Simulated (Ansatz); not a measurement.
Two isomers of CH4ClFGe: A = `[F][GeH2][CH2]Cl`, B = `[CH3][GeH]([F])[Cl]`.

Program: Ansatz. Geometries: PBE0-D4/def2-TZVP. ΔE: electronic, gas phase. CBS: MP2 limit from def2 TZ/QZ plus the TZ coupled-cluster correction, frozen cores. DFT in def2-TZVPP. For Ge outer-core shells are correlated without core-valence functions, which leaves a few kJ/mol of doubt a bond. Scalar relativity is left out up to krypton. Each species was taken in one conformer, which may not be the lowest.

Task: Which is lower in electronic energy at CCSD(T)/CBS, and by how much? (Estimate.)

Result: The calculation gave: B, by 40.6 kcal/mol.

Task: Give E(B) − E(A) in kcal/mol with MP2/def2-TZVPP, B2PLYP, CCSD/def2-TZVPP, ωB97M-V, PBE0-D4, HF/def2-TZVPP, PBE-D4. (An estimate is asked.)

Result: The calculation gave: MP2/def2-TZVPP -42.2, B2PLYP -41.3, CCSD/def2-TZVPP -41.2, ωB97M-V -41.0, PBE0-D4 -40.8, HF/def2-TZVPP -42.9, PBE-D4 -39.7. None reverses the order clearly.

Largest T1 diagnostic: 0.011.

From PBE to PBE0 (25 % exact exchange), in def2-TZVPP and without D4, E(B) − E(A) moves by −1.2 kcal/mol.
